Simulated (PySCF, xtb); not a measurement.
C3H2F3, SMILES F/C=C/[C](F)F, multiplicity 2. The values are those of a single conformer.

Harmonic wavenumbers (cm⁻¹) from GFN2-xTB in xtb at its own minimum, in rising order: 148, 183, 214, 361, 370, 431, 546, 616, 895, 900, 1112, 1158, 1208, 1245, 1452, 1564, 3103, 3121.

Q: What does r2SCAN-D4/def2-SVP (PySCF) give at its own minimum? (The exact figures need the calculation; the answer reports its results.)

A: 161, 174, 199, 351, 395, 481, 587, 608, 841, 927, 1152, 1177, 1264, 1363, 1501, 1631, 3214, 3226. Paired by order, the mean absolute difference is 45 cm⁻¹ and the zero-point energies are 26.6 and 27.5 kcal/mol.
